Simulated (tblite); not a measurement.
Compound: C6H9N2 (charge +1).
SMILES with atom numbers: `[CH3:1][n+:2]1[cH:3][cH:4][cH:5][cH:6][c:7]1[NH2:8]` (hydrogens: H9, H10, H11 on C1; H12 on C3; H13 on C4; H14 on C5; H15 on C6; H16, H17 on N8)

All values are computed: GFN2-xTB (tblite) harmonic vibrations without scaling, gas phase. Errors from tens to a few hundred cm⁻¹ against measured bands are possible.

Harmonic wavenumbers (cm⁻¹): 131.2, 199.5, 231.5, 343.9, 354.8, 405.5, 430.8, 470.9, 506.3, 507.6, 576.9, 674.9, 781.0, 792.7, 853.5, 869.8, 905.3, 937.6, 957.9, 1044.5, 1087.3, 1092.2, 1138.5, 1162.5, 1201.4, 1257.2, 1312.7, 1370.4, 1403.4, 1409.4, 1434.5, 1453.7, 1468.9, 1529.2, 1552.6, 1624.1, 3000.5, 3006.3, 3064.1, 3105.7, 3112.4, 3121.5, 3136.3, 3481.2, 3534.2.

A = 3384, B = 2285, C = 1376 MHz; mass 109.077 u (most abundant isotopes); point group Cs, symmetry number 1.

Task: What is the zero-point energy?

Result: Half the sum of the wavenumbers: 31018 cm⁻¹ = 371.06 kJ/mol.

Task: Give the ideal-gas entropy at 273.15 K and 1 bar in the rigid-rotor, harmonic-oscillator model (classical rotation).

Result: Translation 165.55, rotation 115.24, vibration 56.92: S = 337.7 J/(mol K).

Task: And Cp and H(273.15 K) − H(0)?

Result: Cp = 122.55 J/(mol K), of which vibrations give 89.30 (their classical limit is 45 R = 374.2); H(273.15 K) − H(0) = 19.04 kJ/mol without the zero-point energy, 9.95 from vibrations.

Task: How do the functions run with temperature in this model?

Result: 
```csv
T (K),S (J/(mol K)),Cp (J/(mol K)),H − H(0) (kJ/mol),G − H(0) (kJ/mol),ln q(vib)
100,255.9,53.0,3.95,-21.64,0.28
200,304.5,92.3,11.18,-49.72,1.37
300,349.7,133.6,22.48,-82.44,2.90
500,435.9,206.0,56.82,-161.11,6.56
800,549.0,274.0,129.81,-309.36,12.44
1000,613.4,302.9,187.65,-425.73,16.24
```

q(vib) and H(0) count from the zero-point level.

Task: Which modes carry the vibrational entropy at 273.15 K?

Result: 131.2 cm⁻¹: 11.55; 199.5 cm⁻¹: 8.27; 231.5 cm⁻¹: 7.16; 343.9 cm⁻¹: 4.43; 354.8 cm⁻¹: 4.23; 405.5 cm⁻¹: 3.42 J/(mol K); the other 39 give 17.86 together.

Hindered rotation and anharmonicity are outside this model.

Conformer computed: `[CH3:1][n+:2]1[cH:3][cH:4][cH:5][cH:6][c:7]1[NH2:8]`: H–N8–C7–C6 180°, H–N8–C7–C6 0°.
